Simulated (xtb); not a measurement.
HCl3Ge, triplet, geometry from GFN2-xTB of the parent state (a higher spin typed on purpose: for a closed-shell molecule this is an excited state); GFN0-xTB (xtb).

xtb was given this input:
```
$ xtb mol.xyz --gfn 0 --chrg 0 --uhf 2 --json

# file mol.xyz
5

Ge     0.18961606     0.14465705     0.11687467
Cl    -0.81013033     2.36575078    -0.06066118
Cl     2.01410151    -1.47877166     0.11574629
Cl    -1.55983724    -1.16332174    -0.38022513
H     -0.01799083     0.06879887     1.78739072
```

Problem. Write the output that xtb gives for this input, abridged.

Solution. 
```
   ID    Z sym.   atoms
    1   32 Ge     1
    2   17 Cl     2-4
    3    1 H      5

           -------------------------------------------------
          |                Calculation Setup                |
           -------------------------------------------------

           -------------------------------------------------
          |                 G F N 0 - x T B                 |
           -------------------------------------------------

          ...................................................
          :                      SETUP                      :
          :.................................................:
          :  # basis functions                  42          :
          :  # atomic orbitals                  38          :
          :  # shells                           14          :
          :  # electrons                        26          :
          :  electronic temp.          300.0000000     K    :
          :  accuracy                    1.0000000          :
          :  -> integral cutoff          0.2500000E+02      :
          :  -> integral neglect         0.1000000E-07      :
          ...................................................

         :::::::::::::::::::::::::::::::::::::::::::::::::::::
         ::                     SUMMARY                     ::
         :::::::::::::::::::::::::::::::::::::::::::::::::::::
         :: total energy             -15.407844236355 Eh    ::
         :: gradient norm              0.032217965032 Eh/a0 ::
         :: HOMO-LUMO gap              4.095337413835 eV    ::
         ::.................................................::
         :: H0 energy                -15.289253933023 Eh    ::
         :: repulsion energy           0.004418151231 Eh    ::
         :: electrostat energy        -0.121422378508 Eh    ::
         :: -> Gsolv                   0.000000000000 Eh    ::
         ::    -> Gsasa                0.000000000000 Eh    ::
         ::    -> Gshift               0.000000000000 Eh    ::
         :: dispersion energy         -0.001586076055 Eh    ::
         :: short-range corr.          0.000000000000 Eh    ::
         :: add. restraining           0.000000000000 Eh    ::
         :: total charge              -0.000000000000 e     ::
         :::::::::::::::::::::::::::::::::::::::::::::::::::::

           -------------------------------------------------
          |                Property Printout                |
           -------------------------------------------------

    * Orbital Energies and Occupations

         #    Occupation            Energy/Eh            Energy/eV
      -------------------------------------------------------------
         1        2.0000           -0.9707662             -26.4159
         2        2.0000           -0.9705075             -26.4089
         3        2.0000           -0.9704103             -26.4062
         4        2.0000           -0.6162969             -16.7703
         5        2.0000           -0.4878679             -13.2756
         6        2.0000           -0.4837184             -13.1626
         7        2.0000           -0.4738246             -12.8934
         8        2.0000           -0.4614900             -12.5578
         9        2.0000           -0.4572505             -12.4424
        10        1.9996           -0.4546913             -12.3728
        11        1.9769           -0.4507446             -12.2654
        12        1.6288           -0.4476897             -12.1823
        13        1.3947           -0.4467826             -12.1576
        14        1.0000           -0.3510151              -9.5516 (HOMO)
        15                         -0.2005143              -5.4563 (LUMO)
        16                         -0.1654038              -4.5009
        17                         -0.1219213              -3.3176
        18                         -0.0906766              -2.4674
        19                         -0.0679450              -1.8489
        20                         -0.0671877              -1.8283
        21                         -0.0668332              -1.8186
        22                         -0.0647400              -1.7617
        23                         -0.0646609              -1.7595
        24                         -0.0646156              -1.7583
        25                         -0.0642544              -1.7485
       ...                                ...                  ...
        38                          1.1333277              30.8394
      -------------------------------------------------------------
                  HL-Gap            0.1505009 Eh            4.0953 eV
             Fermi-level            0.0000000 Eh            0.0000 eV

     #   Z          covCN         q      C6AA      α(0)
     1  32 Ge       3.102     0.649   209.593    27.710
     2  17 Cl       0.737    -0.219   103.847    15.575
     3  17 Cl       0.737    -0.219   103.847    15.575
     4  17 Cl       0.804    -0.213   103.737    15.568
     5   1 H        0.824     0.001     3.075     2.751

 Mol. C6AA /au·bohr⁶  :       2170.701507
 Mol. C8AA /au·bohr⁸  :     116119.480622
 Mol. α(0) /au        :         77.180801

Wiberg/Mayer (AO) data.
largest (>0.10) Wiberg bond orders for each atom

 ---------------------------------------------------------------------------
     #   Z sym  total        # sym  WBO       # sym  WBO       # sym  WBO
 ---------------------------------------------------------------------------
     1  32 Ge   3.383 --     4 Cl   1.030     5 H    0.795     2 Cl   0.779
                             3 Cl   0.779
     2  17 Cl   1.083 --     1 Ge   0.779     3 Cl   0.151     4 Cl   0.109
     3  17 Cl   1.083 --     1 Ge   0.779     2 Cl   0.151     4 Cl   0.109
     4  17 Cl   1.280 --     1 Ge   1.030     2 Cl   0.109     3 Cl   0.109
     5   1 H    0.915 --     1 Ge   0.795
 ---------------------------------------------------------------------------

Topologies differ in total number of bonds
Writing topology from bond orders to xtbtopo.mol

 dipole moment from electron density (au)
     X       Y       Z
  -0.4088  -0.3145  -0.3092  total (Debye):    1.529

           -------------------------------------------------
          | TOTAL ENERGY              -15.407844236355 Eh   |
          | GRADIENT NORM               0.032217965032 Eh/α |
          | HOMO-LUMO GAP               4.095337413835 eV   |
           -------------------------------------------------

normal termination of xtb
```
